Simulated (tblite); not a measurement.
Compound: C₂H₈O₂Si₃.
SMILES with atom numbers: `[CH:1]#[C:2][SiH2:3][O:4][SiH2:5][O:6][SiH3:7]` (hydrogens: H8 on C1; H9, H10 on Si3; H11, H12 on Si5; H13, H14, H15 on Si7)

The geometry is computed with GFN2-xTB (gas phase).

Problem. List the bond lengths, angles and torsions at this level.

Solution. 
| bond | length (Å) | order |
| --- | --- | --- |
| C1≡C2 | 1.202 | triple |
| C2–Si3 | 1.854 | single |
| Si3–O4 | 1.624 | single |
| O4–Si5 | 1.615 | single |
| Si5–O6 | 1.617 | single |
| O6–Si7 | 1.619 | single |
| C1–H8 | 1.053 | single |
| Si3–H9, Si3–H10 | 1.464 | single |
| Si5–H11, Si5–H12 | 1.454 | single |
| Si7–H13, Si7–H14, Si7–H15 | 1.463 | single |

Bonds in one row agree within 0.01 Å and their mean is given. Orders are formal, as drawn. A selection of angles:
| angle | degrees |
| --- | --- |
| C2–C1–H8 | 179.9 |
| C1–C2–Si3 | 179.1 |
| C2–Si3–O4 | 109.1 |
| C2–Si3–H9 | 110.6 |
| C2–Si3–H10 | 109.2 |
| O4–Si3–H9 | 103.1 |
| O4–Si3–H10 | 109.4 |
| H9–Si3–H10 | 115.2 |
| Si3–O4–Si5 | 150.0 |
| O4–Si5–O6 | 110.6 |
| O4–Si5–H11 | 108.6 |
| O4–Si5–H12 | 105.2 |
| O6–Si5–H11 | 106.7 |
| H11–Si5–H12 | 118.4 |
| Si5–O6–Si7 | 152.0 |
| O6–Si7–H13 | 103.1 |
| O6–Si7–H14 | 109.2 |
| H13–Si7–H14 | 112.5 |
| H13–Si7–H15 | 112.4 |

Dihedral angles: C2–Si3–O4–Si5 -67° (synclinal); Si3–O4–Si5–O6 -34° (synclinal); O4–Si5–O6–Si7 9° (synperiplanar). The mirror-image conformer, all signs reversed, is as good.

Of the pairs four or more bonds apart, Si3···Si7 is among the closest relative to their van der Waals radii: 4.19 Å, 100 % of the sum of Bondi's values. Si5 (oxygen-bound silicon) is distorted tetrahedral (angles from 105.2° to 118.4°). Si3 (oxygen-bound silicon) is distorted tetrahedral (angles from 103.1° to 115.2°). Si7 (oxygen-bound silicon) is distorted tetrahedral (angles from 103.1° to 112.5°).

Point group: C1 (no symmetry element, even within 0.4 Å). Its lowest GFN2-xTB frequency is 9i cm⁻¹, too small to tell a flat minimum from a shallow saddle. One conformer, not necessarily the lowest. 3 starts were optimised and ended at 0.00, 0.19 and 0.60 kcal/mol (GFN2-xTB); the lowest of these is shown.
